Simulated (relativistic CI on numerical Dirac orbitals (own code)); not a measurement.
Co2+ in a cubic cluster: 2p photoemission with charge transfer

Computed with a charge-transfer multiplet model of a cubic metal-ligand cluster with up to 2 ligand holes, Slater and spin-orbit integrals from Dirac-Coulomb-Breit ions, Slater integrals scaled by 0.7. The ground state mixes d7 with configurations of k ligand holes L, whose averages lie at kΔ + k(k − 1)U_dd/2; a core hole lowers each added d electron by U_cd. 300 K, Lorentzian 0.6 eV and Gaussian 0.8 eV FWHM.

Atomic integrals in eV (Slater integrals scaled, ζ unscaled), ground: F2dd 8.079, F4dd 5.014, zeta_d 0.063; with the core hole: F2dd 9.358, F4dd 5.849, zeta_d 0.093, zeta_core 9.664, F2cd 5.552, G1cd 4.214, G3cd 2.396.

Cluster parameters (eV): Δ = 3.8, U_dd = 7.8, 10Dq = 1.1, 10Dq(ligand) = 1.4, V(eg) = 1.4, V(t2g) = -0.64, final-state hopping factor = 0.9.

```tsv
Case	n_d	d7	d8L	d9L2	S
U_cd = 6.8 eV	7.13	0.87	0.12	0.00	1.49
U_cd = 7.4 eV	7.13	0.87	0.12	0.00	1.49
U_cd = 8 eV	7.13	0.87	0.12	0.00	1.49
U_cd = 8.6 eV	7.13	0.87	0.12	0.00	1.49
U_cd = 9.2 eV	7.13	0.87	0.12	0.00	1.49
```

Weights, n_d and S are thermal averages at 300 K. Binding energies count from the first peak over 30 % of the highest in each spectrum, which can be another peak from case to case. The parameters are a model scan and need not match a compound or its usual spin state. Peaks in eV (height, largest 100):
- U_cd = 6.8 eV: 0.0 (100), 4.3 (82), 8.1 (23), 16.0 (72), 20.2 (53)
- U_cd = 7.4 eV: 0.0 (100), 4.3 (98), 8.1 (29), 15.9 (72), 20.4 (68)
- U_cd = 8 eV: 0.0 (86), 4.5 (100), 15.9 (61), 20.7 (71)
- U_cd = 8.6 eV: 0.0 (76), 4.7 (100), 9.8 (24), 15.8 (53), 20.9 (68)
- U_cd = 9.2 eV: 0.0 (73), 5.1 (100), 7.0 (90), 10.3 (29), 15.7 (51), 21.1 (57), 22.3 (53)

For the case U_cd = 8.6 eV, Δ = 3.8 eV is smaller than U_dd = 7.8 eV, the charge-transfer side of the Zaanen-Sawatzky-Allen scheme. With the core hole the configuration with one ligand hole lies at Δ − U_cd = -3.0, -3.6, -4.2, -4.8, -5.4 eV from the one without, in the order of the table; where this is negative the screened configuration lies lower.
